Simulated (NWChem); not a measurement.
System: C₂H₆BiF; SMILES [CH3][Bi]([CH3])[F]

Input file for NWChem:

```
start job
memory heap 200 mb stack 900 mb global 1100 mb
geometry units angstroms noautoz
  Bi    -0.009799    -0.054719     0.270896
  F     -0.102501    -1.773681    -0.848014
  C      1.702240     0.777522    -0.953968
  H      2.665209     0.555237    -0.474309
  H      1.587862     1.863693    -1.082144
  H      1.648834     0.275406    -1.930360
  C     -1.558229     0.988911    -1.008564
  H     -2.557787     0.891058    -0.563495
  H     -1.535246     0.484385    -1.984899
  H     -1.302066     2.051702    -1.127582
end
basis spherical
  * library def2-svp
end
ecp
  Bi library def2-ecp
end
dft
  xc mn15
  grid xfine
  iterations 150
  mulliken
end
task dft gradient
```

Parts of the log:

```
             Northwest Computational Chemistry Package (NWChem) 7.3.0
             --------------------------------------------------------

 C1  symmetry detected

                             Geometry "geometry" -> ""
                             -------------------------

 Output coordinates in angstroms (scale by  1.889725989 to convert to a.u.)

  No.       Tag          Charge          X              Y              Z
 ---- ---------------- ---------- -------------- -------------- --------------
    1 Bi                  83.0000     0.00002506    -0.03718030     0.30652944
    2 F                    9.0000     0.00201263    -1.69605058    -0.90323461
    3 C                    6.0000     1.63281098     0.97178645    -0.89346667
    4 H                    1.0000     2.61621750     0.78879933    -0.43935215
    5 H                    1.0000     1.44502724     2.05322223    -0.96064398
    6 H                    1.0000     1.59625752     0.52028335    -1.89502685
    7 C                    6.0000    -1.63495732     0.96798233    -0.89359457
    8 H                    1.0000    -2.61831546     0.78000202    -0.44143532
    9 H                    1.0000    -1.59513865     0.51916714    -1.89623315
   10 H                    1.0000    -1.45136349     2.05033340    -0.95777351

 Effective nuclear repulsion energy (a.u.)     576.8453150055

                                 NWChem DFT Module
                                 -----------------

 Summary of "ao basis" -> "ao basis" (spherical)
 ------------------------------------------------------------------------------
       Tag                 Description            Shells   Functions and Types
 ---------------- ------------------------------  ------  ---------------------
 Bi                         def2-svp                10       26   4s4p2d
 F                          def2-svp                 6       14   3s2p1d
 C                          def2-svp                 6       14   3s2p1d
 H                          def2-svp                 3        5   2s1p

            General Information
            -------------------
          SCF calculation type: DFT
          Wavefunction type:  closed shell.
          No. of atoms     :    10
          No. of electrons :    50
           Alpha electrons :    25
            Beta electrons :    25
          Charge           :     0
          Spin multiplicity:     1
          Use of symmetry is: off; symmetry adaption is: off
          Maximum number of iterations: 150
          AO basis - number of functions:    98
                     number of shells:    46
          Convergence on energy requested:  1.00D-06
          Convergence on density requested:  1.00D-05
          Convergence on gradient requested:  5.00D-04

              XC Information
              --------------
                         MN15 Method XC Functional
                     Hartree-Fock (Exact) Exchange  0.440
                          MN15 Exchange Functional  1.000
                        MN15 Correlation Potential  1.000

             Grid Information
             ----------------
          Grid used for XC integration:  xfine
          Radial quadrature: Mura-Knowles
          Angular quadrature: Lebedev.
          Tag              B.-S. Rad. Rad. Pts. Rad. Cut. Ang. Pts.
          ---              ---------- --------- --------- ---------
          Bi                  1.60      205          10.0      1454
          F                   0.50      100          11.0      1454
          C                   0.70      100          12.0      1454
          H                   0.35      100          13.0      1202
          Grid pruning is: on
          Number of quadrature shells:  1105
          Spatial weights used:  Erf1

      Superposition of Atomic Density Guess
      -------------------------------------

 Sum of atomic energies:        -422.95681910

      Non-variational initial energy
      ------------------------------

 Total energy =    -392.201483
 1-e energy   =   -1017.204571
 2-e energy   =     423.230676
 HOMO         =      -0.268995
 LUMO         =      -0.021460

     ---------------------------------------------
      Total Density - Mulliken Population Analysis
     ---------------------------------------------

    Atom       Charge   Shell Charges
 -----------   ------   -------------------------------------------------------
    1 Bi  23    21.71   2.92 -0.87  1.19  0.64  4.71  1.27  1.07  0.68  9.76  0.34
    2 F    9     9.76   1.99  1.15  0.82  3.56  2.24  0.00
    3 C    6     6.64   1.99  0.96  0.33  2.05  1.29  0.01
    4 H    1     0.88   0.66  0.19  0.03
    5 H    1     0.87   0.66  0.19  0.03
    6 H    1     0.88   0.66  0.19  0.03
    7 C    6     6.64   1.99  0.96  0.33  2.05  1.29  0.01
    8 H    1     0.88   0.66  0.19  0.03
    9 H    1     0.88   0.66  0.19  0.03
   10 H    1     0.87   0.66  0.19  0.03

   convergence    iter        energy       DeltaE   RMS-Dens  Diis-err
 ---------------- ----- ----------------- --------- --------- ---------
 d= 0,ls=0.0,diis     1   -393.4097766734 -5.95D+02  1.89D-02  9.02D-01
 d= 0,ls=0.0,diis     2   -393.3073144496  1.02D-01  1.03D-02  2.17D+00
 d= 0,ls=0.0,diis     3   -393.5031024531 -1.96D-01  1.52D-03  4.75D-02
 d= 0,ls=0.0,diis     4   -393.5064049097 -3.30D-03  7.43D-04  6.82D-03
 d= 0,ls=0.0,diis     5   -393.5073483406 -9.43D-04  1.26D-04  2.98D-04
  Resetting Diis
 d= 0,ls=0.0,diis     6   -393.5073877017 -3.94D-05  3.07D-05  4.84D-06
 d= 0,ls=0.0,diis     7   -393.5073884372 -7.36D-07  1.21D-05  4.15D-07
 d= 0,ls=0.0,diis     8   -393.5073884751 -3.79D-08  4.95D-06  1.71D-07

         Total DFT energy =     -393.507388475095
      One electron energy =    -1020.886613825023
           Coulomb energy =      465.611158793314
    Exchange-Corr. energy =      -40.004345703977
 Nuclear repulsion energy =      201.772412260590

 Numeric. integr. density =       49.999999822260

                       DFT Final Molecular Orbital Analysis
                       ------------------------------------

 Vector   23  Occ=2.000000D+00  E=-3.837757D-01
              MO Center=  1.8D-03, -1.4D+00, -7.9D-01, r^2= 1.8D+00
   Bfn.  Coefficient  Atom+Function         Bfn.  Coefficient  Atom+Function
  ----- ------------  ---------------      ----- ------------  ---------------
    31      0.553387   2 F  py               34     -0.391617   2 F  py
    32     -0.251895   2 F  pz               35      0.174031   2 F  pz
    13      0.146331   1 Bi pz                3      0.130358   1 Bi s
    16      0.111350   1 Bi pz                1     -0.086237   1 Bi s
    65      0.083899   6 H  s                89      0.083773   9 H  s

 Vector   24  Occ=2.000000D+00  E=-3.129292D-01
              MO Center= -4.6D-04,  3.8D-01, -5.2D-01, r^2= 3.8D+00
   Bfn.  Coefficient  Atom+Function         Bfn.  Coefficient  Atom+Function
  ----- ------------  ---------------      ----- ------------  ---------------
    11      0.354517   1 Bi px               44     -0.250367   3 C  px
    73     -0.250597   7 C  px               30      0.247842   2 F  px
     5     -0.184250   1 Bi px               33     -0.184967   2 F  px
    47     -0.159456   3 C  px               76     -0.159598   7 C  px
    43      0.146966   3 C  s                72     -0.146940   7 C  s

 Vector   25  Occ=2.000000D+00  E=-2.812214D-01
              MO Center= -1.4D-04,  1.8D-01, -8.0D-02, r^2= 3.9D+00
   Bfn.  Coefficient  Atom+Function         Bfn.  Coefficient  Atom+Function
  ----- ------------  ---------------      ----- ------------  ---------------
    13      0.374950   1 Bi pz                4      0.280990   1 Bi s
     3      0.274471   1 Bi s                16      0.211145   1 Bi pz
    32      0.209045   2 F  pz                7     -0.195329   1 Bi pz
     1     -0.189723   1 Bi s                46     -0.180387   3 C  pz
    75     -0.180381   7 C  pz               12     -0.170011   1 Bi py

 Vector   26  Occ=0.000000D+00  E=-1.385764D-02
              MO Center=  4.0D-05,  1.5D-02,  3.5D-01, r^2= 3.6D+00
   Bfn.  Coefficient  Atom+Function         Bfn.  Coefficient  Atom+Function
  ----- ------------  ---------------      ----- ------------  ---------------
    15      0.736131   1 Bi py               12      0.417278   1 Bi py
     3     -0.307016   1 Bi s                29      0.267704   2 F  s
     4      0.232376   1 Bi s                 6     -0.222026   1 Bi py
    16      0.211291   1 Bi pz               31     -0.190522   2 F  py
    32     -0.191345   2 F  pz               43     -0.190657   3 C  s

 Vector   27  Occ=0.000000D+00  E= 2.802205D-02
              MO Center= -2.8D-05,  7.0D-02,  2.5D-01, r^2= 4.7D+00
   Bfn.  Coefficient  Atom+Function         Bfn.  Coefficient  Atom+Function
  ----- ------------  ---------------      ----- ------------  ---------------
    14      0.975387   1 Bi px               43     -0.699738   3 C  s
    72      0.699567   7 C  s                11      0.394464   1 Bi px
    49     -0.214691   3 C  pz               78      0.214358   7 C  pz
     5     -0.197636   1 Bi px               47      0.192446   3 C  px
    76      0.192537   7 C  px               61      0.177293   5 H  s

 Vector   28  Occ=0.000000D+00  E= 5.880033D-02
              MO Center= -2.3D-04,  1.2D-01,  2.3D-01, r^2= 4.8D+00
   Bfn.  Coefficient  Atom+Function         Bfn.  Coefficient  Atom+Function
  ----- ------------  ---------------      ----- ------------  ---------------
    16      0.935683   1 Bi pz                3     -0.758511   1 Bi s
    43      0.592575   3 C  s                72      0.592967   7 C  s
    15     -0.482711   1 Bi py                1      0.357460   1 Bi s
    47     -0.356271   3 C  px               76      0.356554   7 C  px
     4     -0.347368   1 Bi s                13      0.272037   1 Bi pz

     ---------------------------------------------
      Total Density - Mulliken Population Analysis
     ---------------------------------------------

    Atom       Charge   Shell Charges
 -----------   ------   -------------------------------------------------------
    1 Bi  23    22.28   2.93 -0.86  1.38  0.42  4.70  1.27  1.51  0.74  9.66  0.53
    2 F    9     9.47   1.99  1.08  0.88  3.35  2.16  0.00
    3 C    6     6.30   1.98  0.87  0.29  2.08  1.06  0.02
    4 H    1     0.95   0.73  0.19  0.02
    5 H    1     0.95   0.73  0.20  0.02
    6 H    1     0.93   0.72  0.18  0.02
    7 C    6     6.30   1.98  0.87  0.29  2.08  1.06  0.02
    8 H    1     0.95   0.73  0.19  0.02
    9 H    1     0.93   0.72  0.18  0.02
   10 H    1     0.95   0.73  0.20  0.02

     -------------------------------------------
      Total Density - Lowdin Population Analysis
     -------------------------------------------

    Atom       Charge   Shell Charges
 -----------   ------   -------------------------------------------------------
    1 Bi  23    22.26   1.48  0.48  1.06  0.69  4.07  1.66  1.56  0.99  9.28  1.00
    2 F    9     9.40   1.97  1.01  0.86  3.25  2.30  0.00
    3 C    6     6.26   1.96  0.59  0.36  1.87  1.44  0.04
    4 H    1     0.98   0.63  0.27  0.07
    5 H    1     0.98   0.63  0.28  0.07
    6 H    1     0.96   0.62  0.27  0.07
    7 C    6     6.26   1.96  0.59  0.36  1.87  1.44  0.04
    8 H    1     0.98   0.63  0.27  0.07
    9 H    1     0.96   0.62  0.27  0.07
   10 H    1     0.98   0.63  0.28  0.07

     Multipole analysis of the density
     ---------------------------------

     L   x y z        total         alpha         beta         nuclear
     -   - - -        -----         -----         ----         -------
     0   0 0 0      0.000000    -25.000000    -25.000000     50.000000

     1   1 0 0     -0.001264      0.000788      0.000788     -0.002841
     1   0 1 0      1.056311     -1.579662     -1.579662      4.215635
     1   0 0 1      0.790907     17.773153     17.773153    -34.755399

     2   2 0 0    -34.879529   -115.683697   -115.683697    196.487865
     2   1 1 0      0.004040     -0.014022     -0.014022      0.032084
     2   1 0 1      0.001806     -0.007448     -0.007448      0.016703
     2   0 2 0    -38.489044   -103.878140   -103.878140    169.267235
     2   0 1 1     -1.578600      5.409467      5.409467    -12.397533
     2   0 0 2    -36.127635    -68.950117    -68.950117    101.772600

            General Information
            -------------------
          SCF calculation type: DFT
          Wavefunction type:  closed shell.
          No. of atoms     :    10
          No. of electrons :    50
           Alpha electrons :    25
            Beta electrons :    25
          Charge           :     0
          Spin multiplicity:     1
          Use of symmetry is: off; symmetry adaption is: off
          Maximum number of iterations: 150
          AO basis - number of functions:    98
                     number of shells:    46
          Convergence on energy requested:  1.00D-06
          Convergence on density requested:  1.00D-05
          Convergence on gradient requested:  5.00D-04

              XC Information
              --------------
                         MN15 Method XC Functional
                     Hartree-Fock (Exact) Exchange  0.440
                          MN15 Exchange Functional  1.000
                        MN15 Correlation Potential  1.000

             Grid Information
             ----------------
          Grid used for XC integration:  xfine
          Radial quadrature: Mura-Knowles
          Angular quadrature: Lebedev.
          Tag              B.-S. Rad. Rad. Pts. Rad. Cut. Ang. Pts.
          ---              ---------- --------- --------- ---------
          Bi                  1.60      205          10.0      1454
          F                   0.50      100          11.0      1454
          C                   0.70      100          12.0      1454
          H                   0.35      100          13.0      1202
          Grid pruning is: on
          Number of quadrature shells:  1105
          Spatial weights used:  Erf1

          Convergence Information
          -----------------------
          Convergence aids based upon iterative change in
          total energy or number of iterations.
          Levelshifting, if invoked, occurs when the
          HOMO/LUMO gap drops below (HL_TOL):  1.00D-02
          DIIS, if invoked, will attempt to extrapolate
          using up to (NFOCK): 10 stored Fock matrices.

                    Damping( 0%)  Levelshifting(0.5)       DIIS
                  --------------- ------------------- ---------------
          dE  on:    start            ASAP                start
          dE off:    2 iters        150 iters           150 iters

                            NWChem DFT Gradient Module
                            --------------------------

  charge          =   0.00
  wavefunction    = closed shell

                         DFT ENERGY GRADIENTS

    atom               coordinates                        gradient
                 x          y          z           x          y          z
   1 Bi      0.000047  -0.070261   0.579257    0.000000   0.000293   0.001442
   2 F       0.003803  -3.205071  -1.706866    0.000000  -0.001857  -0.000541
   3 C       3.085565   1.836410  -1.688407    0.000511   0.000488  -0.000141
   4 H       4.943934   1.490615  -0.830255    0.000439  -0.000001   0.000131
   5 H       2.730706   3.880027  -1.815354    0.000254   0.000269  -0.000023
   6 H       3.016489   0.983193  -3.581081    0.000291   0.000030  -0.000420
   7 C      -3.089621   1.829221  -1.688649   -0.000518   0.000481  -0.000131
   8 H      -4.947899   1.473990  -0.834192   -0.000438  -0.000002   0.000125
   9 H      -3.014375   0.981084  -3.583361   -0.000286   0.000028  -0.000419
  10 H      -2.742679   3.874568  -1.809929   -0.000253   0.000272  -0.000022
```

Level: MN15/def2-SVP with def2 effective core potentials on Bi. Geometry: optimised at PBE0/def2-SVP. No frequency run checked for a minimum. def2 effective core potentials on Bi; no spin-orbit coupling.
